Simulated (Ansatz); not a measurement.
Species: WH, net charge 0, quartet state. The spin state was set by rule; other spins were not relaxed. SMILES: [WH]
Structure (B3LYP-D3(BJ)/def2-TZVP (Ansatz, an electronic-structure program) minimum search):
```
W
H 1 1.6908
```
Charge 0, spin multiplicity 4.

Property: vertical electron affinity (to the quintet state of charge -1; a negative value means that the extra electron is unbound and the number depends on the basis; each state is the SCF solution reached for its spin; the UHF <S^2> is 6.70 for the quintet (pure: 6.00) and 4.77 for the quartet (pure: 3.75); for the quintet T1 is 0.112; for the quartet the Hartree-Fock reference is unstable and T1 is 0.056), in eV. Valence correlation only, unless marked. UHF or UKS for open shells. No spin-orbit coupling. The frozen core is the preceding noble-gas configuration, with the filled d and f shells of earlier blocks. In def2 rows, elements after Kr have scalar-relativistic effective core potentials. Anions need diffuse functions: def2-D sets add few.  The program attaches cautions to a run behind CCSD/def2-SVPD: other amplitudes. The program attaches cautions to a run behind CCSD/def2-TZVPPD: other amplitudes. The program attaches cautions to a run behind CCSD(T)/def2-TZVPPD: other amplitudes. The program attaches cautions to a run behind CCSD(T)/def2-QZVPPD: other amplitudes.

```
level                program  vertical electron affinity (eV)
-------------------  -------  -------------------------------
SVWN5/def2-TZVPD      Ansatz                             1.60
wB97X-V/def2-TZVPD    Ansatz                             1.10
CCSD/def2-SVPD        Ansatz                             1.05
CCSD/def2-TZVPPD      Ansatz                             1.45
CCSD(T)/def2-TZVPPD   Ansatz                             1.03
CCSD(T)/def2-QZVPPD   Ansatz                             1.03
```
